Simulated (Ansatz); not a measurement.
C3H3 (SMILES [C]#CC) moved off its minimum; all values from Ansatz (an electronic-structure program), cores frozen in correlated methods. Open shells are unrestricted.
(charge 0, multiplicity 2)
```xyz
6

C      1.57522    -0.07372     0.16266
C      0.29996     0.05819    -0.18698
C     -1.10303     0.03524    -0.05991
H     -1.52941    -0.71591    -0.77503
H     -1.43901    -0.28225     0.93225
H     -1.54058     0.99661    -0.27602
```

Forces at wB97M-V/def2-TZVPP (eV/Å):

```tsv
atom	Fx	Fy	Fz
C1	-3.251	0.466	-1.209
C2	4.794	-0.703	1.615
C3	-1.778	-0.584	-0.885
H4	0.252	0.520	0.526
H5	0.276	-0.029	0.007
H6	-0.294	0.331	-0.053
```

**Question.** Give the forces (eV/Å), the total energy and the dipole at MP2/cc-pVTZ.

**Answer.** 
```csv
atom,Fx,Fy,Fz
C1,-6.772,0.987,-2.614
C2,8.287,-1.417,3.660
C3,-2.040,-0.478,-1.668
H4,0.266,0.599,0.622
H5,0.556,0.017,-0.017
H6,-0.296,0.292,0.019
```
Energy -115.6392 hartree, dipole 4.17 D.

Doubts at one or more of the structures used: a spin-contaminated determinant (MP2/cc-pVTZ).
